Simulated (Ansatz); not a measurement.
Cost and result for the atomization energy of `O[SiH](O)S[SiH](O)O` (13 atoms, 12 bonds).

Z-matrix (Å, degrees):
```
Si
O 1 1.628
S 1 2.161 2 110.1
O 1 1.628 2 109.7 3 123.4
H 1 1.474 2 114.0 3 -119.5
H 2 0.967 1 118.8 3 25.6
Si 3 2.125 1 100.5 2 13.2
H 4 0.959 1 118.1 2 -55.1
O 7 1.634 3 107.3 1 -172.1
O 7 1.650 3 112.3 1 -52.7
H 7 1.473 3 112.5 1 64.0
H 9 0.958 7 118.2 3 -14.6
H 10 0.961 7 116.3 3 -75.1
```

Charge 0, multiplicity 1. The structure was optimised at the PBE0-D4/def2-TZVP level. It is one conformer, not always the lowest. Program: Ansatz. All runs use 2 threads of an AMD EPYC 7R13 on a shared host and a share of an NVIDIA H100 80 GB. Times are those of one run each, without the atoms' runs, and a repeat can differ threefold. Electronic energies, without spin–orbit coupling; frozen cores. CCSD(T)/CBS adds CCSD(T) − MP2 in def2-TZVPP to the MP2 limit, and its time is that of the two runs behind it. T1 = 0.012. B3LYP takes the VWN-RPA correlation (the form of Gaussian; ORCA's B3LYP/G).

CCSD(T)/CBS is a level of theory with its own doubt, some kJ/mol a heavy atom from the limit and from the frozen cores, so smaller differences don't rank the functionals.

| level | functions | wall time | atomization (kJ/mol) | difference from CCSD(T)/CBS | per bond |
| --- | --- | --- | --- | --- | --- |
| PBE0-D4/def2-TZVPP | 334 | 1.9 s | 4971.2 | -100.9 | -8.4 |
| r2SCAN-D4/def2-TZVPP (with forces) | 334 | 2.6 s | 5049.5 | -22.6 | -1.9 |
| B3LYP-D4/def2-TZVPP (with forces) | 334 | 2.9 s | 4994.8 | -77.3 | -6.4 |
| B2PLYP/def2-TZVPP | 334 | 2.9 s | 4958.7 | -113.4 | -9.4 |
| PBE-D4/def2-TZVPP (with forces) | 334 | 3.2 s | 5086.5 | 14.4 | 1.2 |
| ωB97X-V/def2-TZVPP | 334 | 3.5 s | 5052.1 | -20.0 | -1.7 |
| ωB97M-V/def2-TZVPP (with forces) | 334 | 4 s | 5060.0 | -12.1 | -1.0 |
| MP2/def2-QZVPP | 618 | 4.3 s | 5151.9 | 79.8 | 6.6 |
| CCSD(T)/def2-TZVPP | 334 | 8.5 s | 4894.8 | -177.3 | -14.8 |
| CCSD(T)/CBS(def2) | – | 13 s | 5072.1 | 0.0 | 0.0 |

The D4 term adds +62.8 kJ/mol with B3LYP and +33.1 kJ/mol with PBE0; it sums over pairs of atoms, weighted by their polarisabilities, and B3LYP, whose exchange is more repulsive, gets the larger term. From PBE to PBE0 (25 % exact exchange), in def2-TZVPP and without D4, the atomization energy moves by −109.7 kJ/mol: exact exchange takes away binding that semilocal exchange gives to molecules. In def2-TZVPP, CCSD(T) changes the Hartree–Fock value by +1369.4 kJ/mol (the triples alone add +87.1 kJ/mol) and MP2 by +1520.2 kJ/mol; breaking electron pairs costs correlation energy, which Hartree–Fock lacks.
